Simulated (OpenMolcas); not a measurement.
**Os+: input and output**

Input:

```
&GATEWAY
Coord
1

Os 0.0 0.0 0.0
Basis=ANO-RCC-VQZP
Group=XYZ
NoMove
AngMom=0.0 0.0 0.0
AMFI
&SEWARD
Relativistic=R03O02
&RASSCF
FileOrb=start.orb
Symmetry=1
Spin=6
nActEl=7 0 0
Inactive=15 19
Ras2=6 0
CIRoot=6 6 1
SDav=6
CIMx=300
Iter=120 100
PrWF=0.3
OrbListing=Nothing
MaxOrb=0
Atom
>>> COPY $Project.JobIph JOB001
&RASSCF
FileOrb=start.orb
Symmetry=1
Spin=4
nActEl=7 0 0
Inactive=15 19
Ras2=6 0
CIRoot=26 26 1
SDav=84
CIMx=300
Iter=120 100
PrWF=0.3
OrbListing=Nothing
MaxOrb=0
Atom
>>> COPY $Project.JobIph JOB002
&RASSCF
FileOrb=start.orb
Symmetry=1
Spin=2
nActEl=7 0 0
Inactive=15 19
Ras2=6 0
CIRoot=5 5 1
SDav=210
CIMx=300
Iter=120 100
PrWF=0.3
OrbListing=Nothing
MaxOrb=0
Atom
>>> COPY $Project.JobIph JOB003
&RASSI
NrOfJobIphs=2 6 26
1 2 3 4 5 6
1 2 3 4 5 6 7 8 9 10 11 12 13 14 15 16 17 18 19 20 21 22 23 24 25 26
IphNames
JOB001
JOB002
EJob
SpinOrbit
DIPRint=1.0
SOCoupling=1000.0
Subsets=2
MEES
Property=10
'ANGMOM' 1 'ANGMOM' 2 'ANGMOM' 3 'MLTPL  1' 1 'MLTPL  1' 2 'MLTPL  1' 3
'AMFI' 1 'AMFI' 2 'AMFI' 3 'MLTPL  2' 6
SOProperty=3
'ANGMOM' 1 'ANGMOM' 2 'ANGMOM' 3
```

Launched by
```bash
OMP_NUM_THREADS=1 MOLCAS_MEM=2252 MOLCAS_PROJECT=a pymolcas a.inp > a.log  # once for each step of the input, in one work folder
```

A driver script runs the steps one by one and writes start.orb anew before each from the orbitals found so far.

Output, cut to the results:

```
--- SEWARD ---
Basis set label: OS.ANO-RCC...9S8P6D4F3G2H.

      Electronic valence basis set:
      ------------------
      Associated Effective Charge  76.000000 au
      Associated Actual Charge     76.000000 au
      Nuclear Model: Point charge

      Shell  nPrim  nBasis  Cartesian Spherical Contaminant
         s      24       9        X
         p      21       8        X
         d      15       6                 X
         f      11       4                 X
         g       4       3                 X
         h       2       2                 X
Relativistic=R03O02
                  Relativistic Douglas-Kroll-Hess integrals:
                    - DKH order of Hamiltonian: 3
                    - DKH order of Properties : 2
--- RASSCF ---
Wave function specifications:
      -----------------------------

      Number of closed shell electrons          68
      Number of electrons in active shells       7
      Max number of holes in RAS1 space          0
      Max nr of electrons in RAS3 space          0
      Number of inactive orbitals               34
      Number of active orbitals                  6
      Number of secondary orbitals             100
      Spin quantum number                      2.5
      State symmetry                             1
Orbital specifications:
      -----------------------

      Symmetry species                           1   2
                                                ag  au
      Frozen orbitals                            0   0
      Inactive orbitals                         15  19
      Active orbitals                            6   0
      RAS1 orbitals                              0   0
      RAS2 orbitals                              6   0
      RAS3 orbitals                              0   0
      Secondary orbitals                        45  55
      Deleted orbitals                           0   0
      Number of basis functions                 66  74
      Number of CSFs                             6
      Number of root(s) required                 6
      Iter CI   SX   CI       RASSCF       Energy    max ROT     max BLB   max BLB  Level Ln srch  Step   QN
          iter iter root      energy       change     param      element    value   shift minimum  type update
 Nr of preliminary CI iterations:   1
      Total energies have been shifted. Add               -17000.00 au
        1   1    3    0  -253.69780715    0.00E+00   4.58E-07   19  23 2  5.59E-07   0.04   0.00    SX    NO
        2   1    2    0  -253.69780715   -5.82E-11   1.29E-07   21  23 1 -1.58E-07   0.04   0.00    SX    NO
        3   1    2    0  -253.69780715    3.64E-12   2.14E-08   21  24 1 -1.59E-07   0.04   0.00    SX    NO
        4   1    2    0  -253.69780715    3.64E-12   1.77E-08   14  33 2  1.06E-07   0.04   0.00    SX    NO
      Convergence after  4 iterations
        5   1    2    0  -253.69780715    2.18E-11   1.77E-08   14  40 2  1.28E-07   0.04   0.00    SX    NO
      Natural orbitals and occupation numbers for root  1
      sym 1:   2.000000   1.000000   1.000000   1.000000   1.000000   1.000000
      Natural orbitals and occupation numbers for root  2
      sym 1:   1.000000   1.000000   1.000000   2.000000   1.000000   1.000000
      Natural orbitals and occupation numbers for root  3
      sym 1:   1.000000   2.000000   1.000000   1.000000   1.000000   1.000000
::    RASSCF root number  1 Total energy: -17253.70640778
::    RASSCF root number  2 Total energy: -17253.70640778
::    RASSCF root number  3 Total energy: -17253.70640778
::    RASSCF root number  4 Total energy: -17253.70640778
::    RASSCF root number  5 Total energy: -17253.70640778
::    RASSCF root number  6 Total energy: -17253.65480397
--- RASSCF ---
Wave function specifications:
      -----------------------------

      Number of closed shell electrons          68
      Number of electrons in active shells       7
      Max number of holes in RAS1 space          0
      Max nr of electrons in RAS3 space          0
      Number of inactive orbitals               34
      Number of active orbitals                  6
      Number of secondary orbitals             100
      Spin quantum number                      1.5
      State symmetry                             1
Orbital specifications:
      -----------------------

      Symmetry species                           1   2
                                                ag  au
      Frozen orbitals                            0   0
...
--- RASSI ---
SPIN-FREE ENERGIES:
  (Shifted by EMIN (a.u.) =     -17253.7064077835)

 SF State       Relative EMIN(au)   Rel lowest level(eV)    D:o, cm**(-1)      L_eff

     1             0.0000000000        0.0000000000              0.0000         2.0
     2             0.0000000000        0.0000000000              0.0000         2.0
     3             0.0000000000        0.0000000000              0.0000         2.0
     4             0.0000000000        0.0000000000              0.0000         2.0
     5             0.0000000000        0.0000000000              0.0000         2.0
     6             0.0516038136        1.4042113035          11325.7280         0.0
     7             0.0559137146        1.5214896846          12271.6419         3.0
     8             0.0559137146        1.5214896846          12271.6419         3.0
     9             0.0559137146        1.5214896846          12271.6419         3.0
    10             0.0559137146        1.5214896846          12271.6419         3.0
    11             0.0559137146        1.5214896846          12271.6419         3.0
    12             0.0559137146        1.5214896846          12271.6419         3.0
    13             0.0559137146        1.5214896846          12271.6419         3.0
    14             0.0583977532        1.5890838192          12816.8254         1.0
    15             0.0583977532        1.5890838192          12816.8254         1.0
    16             0.0583977532        1.5890838192          12816.8254         1.0
    17             0.0858747445        2.3367708423          18847.3279         2.0
    18             0.0858747445        2.3367708423          18847.3279         2.0
    19             0.0858747445        2.3367708423          18847.3279         2.0
    20             0.0858747445        2.3367708423          18847.3279         2.0
    21             0.0858747445        2.3367708423          18847.3279         2.0
...
```

Levels above the lowest, from the spin-orbit matrix, grouped by J:

```
Configuration  Term    J  E (cm-1)  Measured (cm-1)      g  Term weight %         Second
       5d6 6s    6D  9/2       0.0              0.0  1.545             95       5 5d7 4F
       5d6 6s    6D  7/2      3421             3593  1.581             98       2 5d7 4F
       5d6 6s    6D  5/2      5143             3929  1.652             90           9 4P
       5d6 6s    6D  3/2      6458             5592  1.855             91           9 4P
       5d6 6s    6D  1/2      7213             6637  3.275             91           9 4P
       5d6 6s    4P  5/2     12667                   1.736             55  35 5d5 6s2 6S
          5d7    4F  9/2     13388                   1.346             95    5 5d6 6s 6D
```

Against the 4 measured excited levels shown (NIST Handbook of Basic Atomic Spectroscopic Data) the mean absolute deviation is 710 cm-1; the largest miss in energy is 5d6 6s 6D 5/2: computed 5143, measured 3929 cm-1 (+30.9 %).

Some high roots are left out of the spin-orbit mixing, which shifts the levels that they would mix with. Without dynamic correlation excited terms often stand tens of per cent too high (terms of higher spin than the ground term too low), and those without a measured partner can miss by more than the paired ones. Configurations are named by rounded mean occupations; where the s occupation lies near a half they are strongly mixed, a name can repeat and a true partner stay unpaired. A single d shell beside an s shell can misplace configurations of different d count against each other. Computed and measured levels are paired by configuration, term and J; levels that our copy of the source lacks, or whose pairing is in doubt (as where it misses far off the trend of its configuration), stay unpaired and out of the deviations. Levels of configurations outside the active space are missing. The first state left out of the spin-orbit step lies near 20000 cm-1 above the lowest spin-free state of the reference (among the parities and spins computed), and the list stops at four fifths of that energy or lower.

The RASSCF and RASSI steps took 110 s on 1 thread of Intel(R) Xeon(R) Platinum 8259CL CPU @ 2.50GHz (Skylake/Cascade Lake), on a shared host; the integral step is not counted.

The term weight is that of the spin-free term in the level, not the purity of its configuration.
